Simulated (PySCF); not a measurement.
**Assignment exercise: C$_{6}$H$_{9}$PSi**

Atom-mapped SMILES (the numbers label the heavy atoms): `[CH3:1][c:2]1[cH:3][p:4][cH:5][c:6]([SiH3:7])[cH:8]1`. Hydrogens are named by the atom that carries them.

- GIAO PBE0/pcSseg-1 shieldings
- GFN2-xTB structure
- run in PySCF 2.14.0 with density-fitted response routines
- single conformer, no relativistic terms, gas phase, averaged over atoms made equivalent by symmetry, fast rotation or ring inversion

Shifts are taken against calculated references (same method and geometry level): $^{13}$C (σ = 186.93 ppm) and $^{1}$H (σ = 31.72 ppm) against TMS.

Question: Assign these signals to the numbered atoms. $^{13}$C{$^{1}$H} NMR (computed): δ 170.0 (CH), 165.5 (CH), 146.0 (C), 141.7 (C), 141.5 (CH), 28.6 (CH3).

Answer: 
```tsv
δ (ppm)	atoms	environment	reason
170.0	C5	aromatic CH	–
165.5	C3	aromatic CH	–
146.0	C2	substituted aromatic carbon	–
141.7	C6	substituted aromatic carbon	–
141.5	C8	aromatic CH	–
28.6	C1	methyl carbon on an aromatic ring	saturated and bonded to C and H only
```

C6 and C8 lie closer than the usual error of such a calculation, so a measured spectrum could show them in the other order.

Question: Assign these signals to the numbered atoms. $^{1}$H NMR (600 MHz, computed): δ 9.29 (m, 1H), 9.03 (m, 1H), 7.82 (m, 1H), 4.62 (s, 3H), 2.68 (s, 3H).

Answer: 
```tsv
δ (ppm)	atoms	environment	reason
9.29	H(C5)	hydrogen on an aromatic CH	it sits in the deshielding region of the aromatic ring current
9.03	H(C3)	hydrogen on an aromatic CH	–
7.82	H(C8)	hydrogen on an aromatic CH	–
4.62	H(Si7)	hydrogen on a silicon bonded to C	–
2.68	H(C1)	hydrogen on a methyl carbon on an aromatic ring	benzylic-type position, deshielded by the ring
```

Splittings by $^{31}$P in the carbon and heteronuclear signals aren't shown, as no couplings were computed. Shifts are as computed. Against solution values, carbons near 30 ppm lie about +3 ppm off and those near 130 ppm about +5 ppm. Of 1211 compounds with measured shifts, 218 miss one by over three times the rms of a fit or turn the order of signals round; such compounds aren't used in these exercises. No couplings were computed; multiplicities are counted from neighbouring protons, with m where these are inequivalent, close in shift, in a saturated or five-membered ring or joined by F or P, and br s for small geminal =CH2 splittings.
